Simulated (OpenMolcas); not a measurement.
**Au IV: effect of the active space**

- Program: OpenMolcas
- Method: XMS-CASPT2, IPEA 0.25 Eh, imaginary shift 0.1 Eh
- Basis: ANO-RCC-VTZP
- Scalar Hamiltonian: DKH2, point nucleus
- Spin-orbit coupling: state interaction with AMFI integrals over the reference wave functions, term energies averaged over their components

A. 8 electrons in 5 orbitals (5d); 2S+1 = 3 even, 10 roots; 2S+1 = 1 even, 15 roots; closed shells correlated: 5s 5p; CASPT2 step of the order of 2.7 core-seconds
B. 8 electrons in 10 orbitals (5d 6d); 2S+1 = 3 even, 10 roots; 2S+1 = 1 even, 15 roots; closed shells correlated: 5s 5p; CASPT2 step of the order of 10 core-minutes

Energies in cm⁻¹ above 5d⁸ ³F₄, the measured ground level; measured values from Zainab et al., Astrophys. J. Suppl. Ser. 267, 12 (2023).

| Level | A | B | Measured |
| --- | --- | --- | --- |
| 5d⁸ ³F₄ | 0.0 | 0.0 | 0.0 |
| 5d⁸ ³F₃ | 12510 | 12480 | 12294 |
| 5d⁸ ³P₂ [51 %] | 18880 | 18790 |  |
| 5d⁸ ³P₀ | 19280 | 18960 | 18185 |
| 5d⁸ ³P₁ | 22670 | 22590 | 21490 |
| 5d⁸ ¹G₄ | 26550 | 26550 | 25702 |
| 5d⁸ ¹S₀ | 56150 | 56990 | 55278 |

Deviations, from unrounded energies. A percentage is the sum of absolute deviations over the sum of measured energies, with the sign that they share, or ± where signs differ.

| Against measurement | Levels | A | B |
| --- | --- | --- | --- |
| mean absolute deviation (cm-1) | 5 | 840 | 920 |
| fine structure of the ground term (%) | 1 | +1.7 | +1.5 |
| other terms of the ground configuration (%) | 4 | +3.3 | +3.7 |

A lies closest to measurement on these levels. The largest miss of A in the table is 5d⁸ ³P₁, by +1200 cm-1. The ranking rests on the paired levels alone, and a cruder setting can come out closer through cancelling errors.

The two smallest mean deviations differ by little beside CASPT2's spread within terms, so their order carries little weight.

Between A and B the level of the table that moves most is 5d⁸ ¹S₀, by 840 cm-1 (lowest in A, highest in B). Moves below CASPT2's spread within the term are not significant.

CASPT2 does not keep the components of a term degenerate, so their means are used; among the terms shown or strongly mixed into the levels shown the widest spread is 840 cm-1 (5d⁸ ¹G, A). Active for correlation alone: 6d; no level in the range computed is led by a configuration that fills it, so any true level of that kind is missing (holds for B). Measured partners are found by configuration, term and J. A level has none where our copy of the source lacks it or the pairing is in doubt (some pairs that miss far off the trend of their configuration count as doubtful), and it then counts in no deviation. Levels of configurations outside the active space are missing. Levels that lie high or do not pair safely by name in every column are left out.

A share in square brackets marks a mixed level and gives the weight of the term that names it, the lowest over the columns.
